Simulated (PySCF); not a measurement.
Spectrum to structure. Method: TDDFT CAM-B3LYP/def2-SVPD, vertical, gas phase, core orbitals frozen in the response in PySCF 2.14.0, density-fitted response routines. Geometries: GFN2-xTB, one conformer each.

```tsv
state	E (eV)	f
S1	6.74	0.014
S2	7.25	0.498
S3	7.51	0.029
S4	7.75	0.0054
S5	8.05	0.019
S6	8.29	0.0033
S7	8.33	0.0024
S8	8.38	0.025
```

Triplets computed (Tamm–Dancoff): 4.36, 6.17, 7.34 eV.

Question: Which candidate is it?
A. `CCCCC`
B. `[SiH3]N1N=CC=N1`
C. `C=C[SiH2]CCC`

Answer: C. Its S1 lies at 6.74 eV; the nearest of the others has S1 at 6.20 eV. S1 is HOMO-1→LUMO (52%), HOMO-2→LUMO (30%), HOMO→LUMO (9%). Löwdin shares by element: HOMO carbon 69% or more, silicon 10% (atoms not listed hold the other 21%); LUMO carbon 65% or more, silicon 10%, hydrogen 6% or more (atoms not listed hold the other 20%). At the same level the other candidates give, for their lowest levels:
- `CCCCC`: 8.71 eV (f 0.013); 8.90 eV (f 0.000); 9.12 eV (f 0.002); 9.14 eV (f 0.000); 9.32 eV (f 0.000); T1 8.58 eV; HOMO -10.21, LUMO 1.49 eV
- `[SiH3]n1nccn1`: 6.20 eV (f 0.000); 6.61 eV (f 0.237); 7.10 eV (f 0.008); 7.38 eV (f 0.013); 7.38 eV (f 0.034); T1 4.92 eV; HOMO -9.23, LUMO 0.69 eV

The values belong to the conformer `[CH2:1]=[CH:2][SiH2:3][CH2:4][CH2:5][CH3:6]`: C1–C2–Si3–C4 127°, C2–Si3–C4–C5 179°, Si3–C4–C5–C6 179°.
